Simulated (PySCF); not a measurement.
## Two probes of the same atoms: core binding energy and nuclear shielding

Species: isopropyl methacrylate, C7H12O2.
Numbering: `[CH2:1]=[C:2]([CH3:3])[C:4](=[O:5])[O:6][CH:7]([CH3:8])[CH3:9]`

Binding energies: delta-SCF UKS SCAN, pcX-2 on the ionised atom, pcseg-1 elsewhere, spin-free X2C (PySCF). Shieldings: GIAO KT3/pcSseg-1, non-relativistic, same geometry.

```
atom  isotropic shielding (ppm)
  C1                       59.4
  C2                       49.3
  C3                      161.3
  C4                       25.5
  C7                      114.9
  C8                      160.5
```

What are the C 1s binding energies of these atoms?

```csv
atom,environment,C 1s (eV),isotropic shielding (ppm)
C1,terminal =CH2 carbon,290.21,59.4
C8,methyl carbon,290.65,160.5
C3,allylic carbon,290.84,161.3
C2,fully substituted alkene carbon,290.88,49.3
C7,sp3 carbon bound to oxygen,292.22,114.9
C4,ester carbonyl carbon,294.04,25.5
```

Among the listed atoms, is the one with the highest binding energy also the least shielded?

Yes: C4 has both (294.04 eV, 25.5 ppm).

Over these 6 sites the two quantities correlate at r = -0.45. By binding energy: C1 < C8 < C3 ≈ C2 < C7 < C4. By shielding: C4 < C2 < C1 < C7 < C8 < C3.

Of atoms equivalent by bonding only the ionised one is listed; its partners' own values can differ in this conformer. Geometry: PBE0-D3(BJ)/def2-SVP, one conformer, isolated molecule.

Conformer computed: `[CH2:1]=[C:2]([CH3:3])[C:4](=[O:5])[O:6][CH:7]([CH3:8])[CH3:9]`: C1–C2–C4–O5 1°, C2–C4–O6–C7 180°, C4–O6–C7–C8 -82°.
